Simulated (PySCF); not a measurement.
C2H6OSi2, SMILES O[SiH2][SiH2]C#C. Coordinates come from a PBE-D3(BJ)/def2-SVP optimisation. The structure was generated by enumeration, and PubChem lists no compound with its InChIKey, so it may never have been made. Other conformers were not sampled.

Task: Give the equilibrium geometry at PBE-D3(BJ)/def2-SVP (PySCF confirms it by a frequency run) as a Z-matrix. (Estimate from the structure and the level; the computed values follow.)

Result: One answer among several that fit: 
```
Si
H 1 1.5045
H 1 1.5046 2 109.11
C 1 1.8475 2 109.56 3 -118.79
C 4 1.2311 1 173.11 2 -127.89
H 5 1.0828 3 159.19 1 -174.88
Si 1 2.3660 2 115.43 3 129.33
O 7 1.6859 1 105.29 2 149.36
H 8 0.9779 7 111.93 1 -31.47
H 7 1.5009 8 107.59 9 -153.03
H 7 1.5097 10 108.52 8 122.70
```
Charge 0, spin multiplicity 1.
